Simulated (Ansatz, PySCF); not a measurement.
This PySCF input computes a r2SCAN/def2-TZVPD energy:

```python
from pyscf import gto, scf, dft

mol = gto.M(
    atom='''
    Sn    0.16484965   -0.14481094    0.21959768
    O     0.90798272    0.13659776   -1.48342674
    F    -1.72292714    0.68308500    0.09861446
    ''',
    basis='def2-tzvpd',
    ecp='def2-tzvp',
    charge=-1,
    spin=0,
    verbose=4,
)

mf = dft.RKS(mol, xc='r2scan').density_fit(auxbasis='def2-universal-jkfit')
mf.grids.level = 4
mf.conv_tol = 1e-9
mf.max_cycle = 100
mf.max_memory = 1500
mf.kernel()
if not mf.converged:
    mf = mf.newton()
    mf.kernel(mf.make_rdm1())
mf.analyze()
```

### Question
Write an input for the same energy in Ansatz (a program for electronic structure) and say what it gives.

### Answer

Ansatz 0.2 input:
```yaml
crystal:
  periodic: [false, false, false]
  atoms:
    - {symbol: Sn, position_ang: [0.16484965, -0.14481094, 0.21959768]}
    - {symbol: O, position_ang: [0.90798272, 0.13659776, -1.48342674]}
    - {symbol: F, position_ang: [-1.72292714, 0.68308500, 0.09861446]}
basis:
  gaussian:
    orbitals: def2-TZVPD
hamiltonian:
  xc: {name: r2SCAN}
total_charge: -1
output: {forces: true}
```
It gives -389.55281 Eh, and PySCF -389.55287 Eh, a difference of 0.06 mEh, from the treatment of integrals and grids.
